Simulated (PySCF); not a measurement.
The vertical singlet excitations below were computed for one of the candidates. Computed, not measured: PySCF 2.14.0, density-fitted response routines, TDDFT CAM-B3LYP/def2-SVPD, vertical, gas phase, core orbitals frozen in the response. Geometries: PBE0-D3(BJ)/def2-SVP, one conformer each. Relativistic effects are left out although some hold elements past zinc.

| state | E (eV) | f |
| --- | --- | --- |
| S1 | 5.59 | 0.0030 |
| S2 | 6.31 | 0.020 |
| S3 | 6.68 | 0.0044 |
| S4 | 6.88 | 0.0021 |
| S5 | 7.04 | 0.038 |
| S6 | 7.07 | 0.053 |

Orbital energies (eV): HOMO-3 -10.31, HOMO-2 -9.49, HOMO-1 -9.35, HOMO -8.58, LUMO 0.68, LUMO+1 1.02, LUMO+2 1.20.

Task: Which structure fits?
A. `COCCC(C)C`
B. `CC(C)OC(C)C`
C. `[O]1[GeH]([O]CC1)[S]C`
D. `OCCC(C)(C)C`

Result: C. Its S1, at 5.59 eV, is the lowest among the candidates; the nearest of the others has S1 at 6.98 eV. S1 is HOMO→LUMO (84%). Löwdin shares by element: HOMO sulfur 70%, carbon 11% or more, germanium 7%, oxygen 5% or more; LUMO sulfur 42%, germanium 14%, carbon 10% or more, oxygen 8% or more (atoms not listed hold the other 27%). At the same level the other candidates give, for their lowest levels:
- `COCCC(C)C`: 7.14 eV (f 0.030); 8.00 eV (f 0.005); 8.12 eV (f 0.037); 8.29 eV (f 0.033); 8.60 eV (f 0.005); T1 6.95 eV; HOMO -8.87, LUMO 1.34 eV
- `CC(C)(C)CCO`: 6.98 eV (f 0.008); 8.14 eV (f 0.014); 8.38 eV (f 0.011); 8.47 eV (f 0.017); 8.63 eV (f 0.021); HOMO -9.26, LUMO 1.15 eV
- `CC(C)OC(C)C`: 7.17 eV (f 0.007); 7.90 eV (f 0.004); 7.96 eV (f 0.018); 8.08 eV (f 0.003); 8.54 eV (f 0.000); T1 7.06 eV; HOMO -8.66, LUMO 1.33 eV
Triplets come from the Tamm–Dancoff approximation.
